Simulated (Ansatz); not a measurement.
Consider the ligand exchange at the Si–N bond: `F[SiH2]N[SiH](F)F` + `[BH2][GeH2][OH]` → `[BH2][GeH2][O][SiH2]F` + `N[SiH](F)F`.

Computed with Ansatz on PBE0-D4/def2-TZVP structures; ΔE is electronic, products minus reactants. CCSD(T)/CBS is the MP2 limit (def2-TZVPP, def2-QZVPP) plus CCSD(T) − MP2 in def2-TZVPP, frozen cores. This one scheme is used for every species. Functionals use def2-TZVPP. B3LYP here is the variant with VWN-RPA as its local correlation; programs differ in this. For Ge outer-core shells are correlated without core-valence functions, which leaves a few kJ/mol of doubt a bond. Scalar relativity is left out up to krypton. One conformer a species, not always the lowest.

| level | ΔE (kJ/mol) |
| --- | --- |
| PBE-D4 | -43.9 |
| B3LYP-D4 | -53.1 |
| SCS-MP2/def2-TZVPP | -54.4 |
| MP2/def2-QZVPP | -52.6 |

Task: What does CCSD(T)/CBS give? (An estimate is asked.)

Result: Ansatz gave: -52.0 kJ/mol. The listed levels differ from it by 8.1, -1.1, -2.4, -0.6 kJ/mol.

Largest T1 diagnostic among the species: 0.012.

In def2-TZVPP, CCSD(T) changes the Hartree–Fock value by +14.2 kJ/mol (the triples alone add +2.2 kJ/mol) and MP2 by +14.0 kJ/mol. From PBE to PBE0 (25 % exact exchange), in def2-TZVPP and without D4, ΔE moves by −3.8 kJ/mol.
